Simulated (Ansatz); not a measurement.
```xyz
11

N     1.340    1.313    0.232
Nb   -0.152    0.163   -0.399
N     0.484   -1.699   -0.671
N    -1.645    0.194    0.911
O    -0.715    0.767   -1.880
H     1.621    2.167   -0.227
H     1.984    1.103    0.980
H     0.704   -2.370    0.051
H     0.543   -2.144   -1.576
H    -1.569    0.068    1.909
H    -2.595    0.439    0.671
```

Total charge 0; spin multiplicity 1. Nb takes the def2 core potential.

(1) List the PBE/def2-TZVPP orbital energies in eV (Ansatz). (Best estimate.)

Results:

(1) Ansatz gave: Occupied: -509.63, -379.84, -379.84, -379.84, -60.66, -36.89, -36.20, -36.20, -21.26, -20.33, -20.21, -20.21, -11.80, -11.73, -11.73, -9.38, -9.38, -9.35, -7.86, -7.66, -7.66, -6.50, -6.50, -5.48. Lowest empty: -1.19, -1.19, -0.79, 0.03, 0.03, 0.03, 0.58, 0.58.
